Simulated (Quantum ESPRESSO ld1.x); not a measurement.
Task: These are the eigenvalues of the occupied orbitals of an atom or ion with whole-number occupations (eV). All-electron calculation, Dirac Kohn-Sham, PBE, spin-unpolarised, spherical densities, point nucleus. Program: ld1.x of Quantum ESPRESSO 7.5.

orbital  eigenvalue
1s1/2    -87980.369
2s1/2    -15721.169
2p1/2    -15095.178
2p3/2    -12905.224
3s1/2     -3772.512
3p1/2     -3490.530
3p3/2     -3001.899
3d3/2     -2539.418
3d5/2     -2435.466
4s1/2      -853.207
4p1/2      -731.235
4p3/2      -611.631
4d3/2      -413.249
4d5/2      -390.933
5s1/2      -142.632
4f5/2      -134.160
4f7/2      -129.130
5p1/2      -101.059
5p3/2       -78.717
5d3/2       -21.625
5d5/2       -19.051
6s1/2       -11.235
6p1/2        -3.991

Which element is it, and in what charge state? The configuration may be excited. Open shells, if any, fill j = l - 1/2 first.

Result: Z = 82, lead, charge 0: Pb in [Hg] 6p2. The list shows which subshells hold electrons but not how many an open one holds; the 1s level, -3233.2 hartree, gives Z - s = 80.4 by -(Z - s)^2/2, which with screening and relativity narrows Z to a few neighbours, and the depths of the outer levels then fix element, charge and occupations together.
